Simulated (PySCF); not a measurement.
# A run with a changed setting

The sound run of [Er(H2O)6]3+ (singlet in the valence; each metal's 4f electrons, 11 of them, lie in its core potential, out of spins and levels) uses PySCF 2.14.0, RKS r2SCAN, Er lcecp-1-SVP with ECP57, O def2-SVP, H def2-SVP; non-relativistic Hamiltonian with scalar-relativistic core potentials where named; density fitting; no spin-orbit coupling, grid (50, 194), threshold 1e-8 and 55 cycles at the relaxed geometry. This run differs:

```python
mol = gto.M(atom='''
Er    -0.00000    -0.00000     0.00000
O      0.00405     0.00025     2.32595
H      0.00393     0.77175     2.92995
H      0.00627    -0.77112     2.93011
O     -0.00405    -0.00025    -2.32595
H     -0.00895    -0.77174    -2.92994
H     -0.00124     0.77111    -2.93012
O      2.32677    -0.00405    -0.00405
H      2.93227     0.00043     0.76623
H      2.92956    -0.01062    -0.77642
O      0.00405     2.32620    -0.00026
H      0.77651     2.92896    -0.00763
H     -0.76632     2.93164     0.00698
O     -2.32677     0.00405     0.00405
H     -2.92958    -0.00026     0.77642
H     -2.93225     0.01046    -0.76623
O     -0.00405    -2.32620     0.00026
H     -0.77653    -2.92896    -0.00430
H      0.76634    -2.93164     0.00495''',
    basis={'Er': 'lcecp-1-SVP', 'O': 'def2-SVP', 'H': 'def2-SVP'},
    ecp={'Er': 'lcecp-1-SVP'},
    charge=3, spin=0)
mf = dft.RKS(mol, xc='R2SCAN')
mf.grids.atom_grid = (50, 194)  # f atoms: unpruned, at least (60, 302)
mf = mf.density_fit()  # fitting sets: Er AutoAux, O def2-universal-JKFIT, H def2-universal-JKFIT
mf.conv_tol = 1e-08; mf.max_cycle = 71
mf.kernel(mf.get_init_guess(key='1e'))
mf.nuc_grad_method().kernel()
```

Question: What was changed, and how did it end?

Answer: The start was changed to the bare core Hamiltonian. It converged in 12 cycles, 0.000 eV from the sound run, largest force component 0.01 eV/Å. The cycle limit differs too. No harm here: the result survives it.
```
init E= -451.923867567224
cycle= 1 E= -439.343566447441  delta_E= 12.6  |g|= 10.4  |ddm|=   53
cycle= 2 E= -470.240290869037  delta_E= -30.9  |g|= 9.76  |ddm|=   52
cycle= 3 E= -493.914634200999  delta_E= -23.7  |g|= 2.55  |ddm|= 7.39
cycle= 4 E= -495.072033741862  delta_E= -1.16  |g|= 1.35  |ddm|= 2.13
cycle= 5 E= -495.380855810727  delta_E= -0.309  |g|= 0.633  |ddm|= 1.05
...
cycle= 10 E= -495.456901972015  delta_E= -4.02e-07  |g|= 0.000541  |ddm|= 0.00139
cycle= 11 E= -495.456902022212  delta_E= -5.02e-08  |g|= 0.000163  |ddm|= 0.000418
cycle= 12 E= -495.456902027395  delta_E= -5.18e-09  |g|= 9.19e-06  |ddm|= 0.00011
Extra cycle  E= -495.456902027388  delta_E= 6.82e-12  |g|= 1.14e-05  |ddm|= 1.25e-05
converged SCF energy = -495.456902027388
```

Run from Python with OMP_NUM_THREADS=4; the lines above give its settings.
It took 16 s on 4 threads of Arm Neoverse V1, on a shared host.

No frequency check is given that shows the relaxed geometry to be a minimum. An lcecp potential fixes the number of 4f electrons, so in runs with it no electron can move into or out of that shell.
